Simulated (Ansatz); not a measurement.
Consider the redistribution: `N[SiH]([AlH2])[SiH3]` + `[SiH3][SiH2][GeH2][SiH2][SiH3]` → `N[SiH2][AlH2]` + `[SiH3][SiH2][SiH2][GeH2][SiH2][SiH3]`.

Computed with Ansatz on PBE0-D4/def2-TZVP structures; ΔE is electronic, products minus reactants. CBS: MP2 limit from def2 TZ/QZ plus the TZ coupled-cluster correction, frozen cores. Functionals use def2-TZVPP. B3LYP here is the variant with VWN-RPA as its local correlation; programs differ in this. For Ge outer-core shells are correlated without core-valence functions, which leaves a few kJ/mol of doubt a bond. Scalar relativity is left out up to krypton. Each species was taken in one conformer, which may not be the lowest.

**Question.** Is it downhill or uphill in electronic energy at CCSD(T)/CBS, and by how much? (Best estimate.)

**Answer.** Ansatz gave: Downhill: ΔE = -11.8 kJ/mol.

**Question.** What do these levels give: PBE-D4, PBE0-D4, B3LYP-D4, ωB97M-V, PBE, r2SCAN, B3LYP, SCS-MP2/def2-TZVPP, CCSD/def2-TZVPP, CCSD(T)/def2-TZVPP, MP2/def2-QZVPP, MP2/CBS(def2)? (Estimate.)

**Answer.** Ansatz gave: PBE-D4 -8.4, PBE0-D4 -10.6, B3LYP-D4 -11.1, ωB97M-V -11.9, PBE -4.0, r2SCAN -6.8, B3LYP -4.1, SCS-MP2/def2-TZVPP -10.9, CCSD/def2-TZVPP -10.9, CCSD(T)/def2-TZVPP -11.3, MP2/def2-QZVPP -12.5, MP2/CBS(def2) -12.8 kJ/mol.

Largest T1 diagnostic among the species: 0.013.

In def2-TZVPP, CCSD(T) changes the Hartree–Fock value by −4.8 kJ/mol (the triples alone add −0.4 kJ/mol) and MP2 by −5.9 kJ/mol. The D4 term adds −7.0 kJ/mol with B3LYP and −4.3 kJ/mol with PBE0; it sums over pairs of atoms, weighted by their polarisabilities, and B3LYP, whose exchange is more repulsive, gets the larger term.
